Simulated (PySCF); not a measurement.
Delta-SCF ions had no search for a lower state. Excitations are Tamm–Dancoff values on a coarser integration grid. The basis has no diffuse functions, so Rydberg states are missing or too high.

Z-matrix (Å, degrees):
```
C
H 1 1.1009
C 1 1.4042 2 120.50
C 1 1.4160 2 119.04 3 179.99
C 3 1.4238 1 119.50 2 179.99
C 5 1.3916 3 120.59 1 0.00
F 6 1.3453 5 120.59 3 -179.99
H 5 1.1009 6 117.79 7 0.00
C 6 1.4049 7 119.29 5 -179.99
C 4 1.4420 1 130.06 2 0.02
C 10 1.3727 4 112.71 1 -179.99
H 11 1.0974 10 127.74 4 -180.00
H 10 1.0984 11 123.56 12 0.02
S 9 1.7444 6 127.40 7 -0.02
Si 3 1.8872 1 120.55 2 -0.11
H 15 1.5041 3 108.99 1 1.00
H 15 1.5062 16 109.25 2 -122.10
H 15 1.5063 16 109.14 17 -117.40
```
Charge 0, multiplicity 1.

### Question
What HOMO, brightest of the four lowest singlets (TDA), vertical ionisation energy (Delta-SCF), total energy and S1 excitation (TDA) does PBE-D3(BJ)/def2-TZVP // PBE-D3(BJ)/def2-SVP (PySCF) give?

### Answer

The HOMO is -5.63 eV. The brightest of the four lowest singlets (TDA) is 4.19 eV, the vertical ionisation energy (Delta-SCF) is 7.98 eV and the total energy is -1095.9798 Ha. The S1 excitation (TDA) is 4.19 eV.
